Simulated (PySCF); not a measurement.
Here is a job for PySCF.
```python
from pyscf import gto, scf, dft

mol = gto.Mole()
mol.atom = '''
    Si    1.58296928   -0.55746229    0.08206987
    F     2.73907613   -0.12923184   -0.96718506
    N     0.23581473    0.24991395   -0.46532338
    Ge   -1.46835784    0.28554005    0.28752106
    H     2.09965802   -0.11783374    1.41031986
    H     1.40310686   -2.01064382    0.00519986
    H     0.42501915    1.12978214   -1.02569411
    H    -2.36112339    0.95844936   -0.66490759
    H    -1.48470333    0.90220577    1.64718494
    H    -1.81163558   -1.18409136    0.38866353
'''
mol.basis = 'sto-3g'
mol.verbose = 3
mol.build()

mf = dft.RKS(mol)
mf.xc = 'pbe'
mf.kernel()
g = mf.nuc_grad_method()
grad = g.kernel()
```

**Question.** What does this run give for the number of basis functions, HOMO-LUMO gap, dipole moment, total energy, Mulliken (on the basis functions themselves) charges in atom order?

**Answer.** 
| Property | Result |
|---|---|
| number of basis functions | 43 |
| HOMO-LUMO gap | 6.65 eV |
| dipole moment | 1.11 D |
| total energy | -2494.5266 Eh |
| Mulliken (on the basis functions themselves) charges in atom order | Si1 0.77, F2 -0.23, N3 -0.61, Ge4 0.41, H5 -0.15, H6 -0.13, H7 0.15, H8 -0.07, H9 -0.07, H10 -0.07 |
